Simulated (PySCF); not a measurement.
**NMR parameters from quadrupole coupling constants**

Species: C6H13FN2Si.
Numbering: `[CH2:1]=[C:2]([F:3])[Si@@H:4]1[NH:5][CH2:6][C@@H:7]1[N:8]([CH3:9])[CH3:10]` (hydrogens: H11, H12 on C1; H13 on Si4; H14 on N5; H15, H16 on C6; H17 on C7; H18, H19, H20 on C9; H21, H22, H23 on C10)

Geometry (GFN2-xTB, Å), atoms numbered from 1 in this order:
```xyz
23
C6H13FN2Si angstrom
C      2.3748    0.2723    1.3857
C      2.0540   -0.9894    1.1542
F      2.7234   -1.9653    1.8317
Si     0.7665   -1.6449   -0.0764
N      1.0634   -1.2982   -1.7271
C     -0.0030   -0.3376   -1.9567
C     -0.6674   -0.4632   -0.5757
N     -0.7994    0.7841    0.1501
C     -1.7262    1.6898   -0.5027
C     -1.2175    0.5449    1.5156
H      1.8437    1.0497    0.8686
H      3.1419    0.5560    2.0878
H      0.4348   -3.0310    0.2588
H      1.7685   -1.4726   -2.4228
H     -0.6516   -0.6302   -2.7881
H      0.3851    0.6674   -2.1423
H     -1.6417   -0.9716   -0.6632
H     -1.3914    1.8905   -1.5179
H     -1.7511    2.6304    0.0471
H     -2.7495    1.2831   -0.5479
H     -2.2137    0.0772    1.5759
H     -1.2495    1.4945    2.0494
H     -0.4989   -0.1091    2.0063
```

Computed at PBE0/pcSseg-1 (PySCF, non-relativistic):

```tsv
atom	environment	nucleus	spin I	Q (b)	CQ = χzz (MHz)	η
N5	silicon-bound nitrogen	14N	1	0.02044	-5.061	0.365
N8	tertiary amine nitrogen	14N	1	0.02044	-5.898	0.030
```

Which field gradients stand behind these couplings (CQ in MHz = 234.96 × Q in b × Vzz in au)?

Vxx = −Vzz(1 − η)/2 and Vyy = −Vzz(1 + η)/2, in au:

| atom | Vxx (au) | Vyy (au) | Vzz (au) | Vzz (10²¹ V/m²) |
| --- | --- | --- | --- | --- |
| N5 | 0.334 | 0.720 | -1.054 | -10.24 |
| N8 | 0.595 | 0.633 | -1.228 | -11.93 |

At 11.75 T, set νQ = 3|CQ|/[2I(2I − 1)] beside the Larmor frequency (|g| × 7.62259 MHz/T × B; g(14N) = 0.40376), and give PQ = |CQ|√(1 + η²/3).

| atom | PQ (MHz) | νQ (MHz) | ν0 (MHz) | νQ/ν0 |
| --- | --- | --- | --- | --- |
| N5 | 5.173 | 7.592 | 36.16 | 0.210 |
| N8 | 5.899 | 8.848 | 36.16 | 0.245 |

For N5: PQ = 5.061 × 1.0220, νQ = 5.061 × 1.5000, ν0 = 3.0777 MHz/T × 11.75 T.

In the extreme-narrowing limit, with isotropic tumbling and one correlation time, the quadrupolar linewidth goes as PQ². What relative widths follow for the 14N sites?

N8 1, N5 0.77, with N8 as 1.

Solvent, lattice and vibrations would change these gradients. The structure is a single GFN2-xTB conformer in the gas phase; no vibrational or solvent corrections. GFN2-xTB bond lengths can be off by several hundredths of an ångström, more for odd bonds, and the gradients follow them. A larger basis could move these couplings by a tenth or more.
